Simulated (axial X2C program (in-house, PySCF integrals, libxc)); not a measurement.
Bond lengths and stretching modes, held linear, of SbOH

Computed with an axial X2C code built on PySCF integrals: two-component X2C with atomic mean-field Coulomb and Gaunt terms, Gaussian nuclei, basis Sb dyall-v3z, O dyall-av3z, H dyall-v3z with contracted cores. Spin-free rows use the one-electron spin-free X2C Hamiltonian.

Masses Sb 120.904, O 15.995, H 1.008 u. States: 2c Ω = 1 (beyond evenly filled blocks: ω = -1/2, ω = 3/2); spin-free M_S = 1, Λ = 0 (beyond evenly filled blocks: π+α, π-α).

HF, 2c: energies above the lowest point

| r(Sb–O) (Å) | r(O–H) (Å) | E (meV) |
| --- | --- | --- |
| 1.8749 | 0.9262 | 15.24 |
| 1.8749 | 0.9500 | 24.04 |
| 1.8749 | 0.9737 | 64.88 |
| 1.9230 | 0.9262 | 0.00 |
| 1.9230 | 0.9500 | 8.10 |
| 1.9230 | 0.9737 | 48.26 |
| 1.9230 | 0.9975 | 115.90 |
| 1.9711 | 0.9262 | 41.90 |
| 1.9711 | 0.9500 | 49.31 |
| 1.9711 | 0.9737 | 88.76 |
| 2.0192 | 0.9500 | 134.69 |
| 2.0192 | 0.9975 | 239.67 |

Question: Fit a quadratic surface with cubic terms in each bond: where is the minimum, and what are the two stretching wavenumbers?

Answer: At HF, 2c: bonds 1.910 and 0.932 Å; harmonic stretches 689.7 and 4270.1 cm⁻¹; force constants 4.19, 10.2 and coupling -0.10 mdyn/Å.

The other levels and Hamiltonians give:

| Hamiltonian | level | r(Sb–O) (Å) | r(O–H) (Å) | lower stretch (cm⁻¹) | upper stretch (cm⁻¹) |
| --- | --- | --- | --- | --- | --- |
| 2c | PBE0 | 1.923 | 0.949 | 669.0 | 4040.0 |
| 2c | B3LYP | 1.942 | 0.952 | 645.4 | 3980.1 |
| 2c | MP2 | 1.922 | 0.951 | 668.9 | 4022.8 |
| spin-free | PBE0 | 1.922 | 0.949 | 671.8 | 4043.0 |
| spin-free | HF | 1.909 | 0.932 | 691.9 | 4271.4 |
| spin-free | B3LYP | 1.940 | 0.952 | 649.2 | 3983.9 |
| spin-free | MP2 | 1.920 | 0.951 | 671.3 | 4024.9 |

Each state is one determinant, the lowest of a limited PBE0 search; the stretches come from a fit to these few points and carry an uncertainty of a few per cent. Other orders of the atoms were not compared. MP2 freezes inner shells (threshold -2 hartree). The molecule was held linear; bending was not examined, so a bent shape may lie lower. Open-shell Ω = 0 determinants with evenly filled partner blocks cannot be reached by this program, so the Ω shown need not be the lowest component. Note: several unpaired electrons, one determinant need not be a pure state.
